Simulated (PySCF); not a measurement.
**Dipole moment and polarisability of `N#C[C@H]1CC[SiH2]OC1`**

Compound: C₅H₉NOSi.
Cartesian coordinates in Å at the GFN2-xTB level; atoms count from 1:
```
atom  x, y, z in Å
N1     3.556    0.428    0.386
C2     2.464    0.323    0.065
C3     1.081    0.175   -0.317
C4     0.446   -0.994    0.455
C5    -0.927   -1.348   -0.116
Si6   -2.004    0.225   -0.136
O7    -0.985    1.443   -0.500
C8     0.340    1.499   -0.068
H9     1.042   -0.044   -1.392
H10    0.354   -0.712    1.507
H11    1.115   -1.859    0.403
H12   -0.797   -1.743   -1.126
H13   -1.362   -2.152    0.476
H14   -2.579    0.409    1.201
H15   -2.953    0.312   -1.231
H16    0.828    2.310   -0.620
H17    0.375    1.739    1.003
```

Level: B3LYP/def2-SVPD (PySCF), static field, nuclei fixed, core orbitals frozen in the response. The polarisability tensor in these axes (au):

```
x   107.97   1.82   4.92
y     1.82  80.14  -0.46
z     4.92  -0.46  73.36
```

Q: Diagonalise the tensor; give its mean and Δα, where Δα² is half the sum of the squared differences of the eigenvalues.

A: Principal values 72.61, 80.10 and 108.76 au; mean 87.16 au = 12.92 Å³ = 14.37 × 10⁻⁴⁰ C²·m²/J; Δα = 33.05 au (38 % of the mean).

Q: What is the dipole moment, and where does it point?

A: (-3.19, -1.53, -0.40) D, 3.56 D in size, pointing from the negative to the positive side. Measured along this direction, the outermost atoms are N1 at the negative end and H15 at the positive end.

Q: Find the Langevin capture rate constant for NH4+ (18.034 u) meeting this molecule (127.045 u), k = 2.342 × 10⁻⁹ cm³/s × √(α in Å³ / reduced mass in u).

A: The reduced mass is 15.79 u, so k = 2.12 × 10⁻⁹ cm³/s. The formula leaves out the permanent dipole, which adds to the capture rate.

Q: What depolarisation ratio follows for Rayleigh scattering of linearly polarised light, taking the static tensor?

A: ρ = 3Δα²/(45ᾱ² + 4Δα²) = 3276.9/(341848 + 4369.3) = 0.00946.

Q: Give the principal axes and the span of the nuclei along them.

A: Largest value along (0.99, 0.06, 0.14), where the nuclei span 6.66 Å; middle along (-0.05, 0.99, -0.10), 4.44 Å; least along (-0.14, 0.09, 0.99), 3.11 Å. The response follows the extents in order.

Q: Refractivity n − 1 of an ideal gas of it at 400 K and 1 atm, from the electronic α?

A: N = p/kT = 1.8347 × 10¹⁹ cm⁻³, so n − 1 = 2π × N × 12.92 × 10⁻²⁴ cm³ = 1489 × 10⁻⁶ at long wavelengths.

One conformer (not necessarily the lowest) at the GFN2-xTB geometry, without solvent, vibrations or thermal averaging.
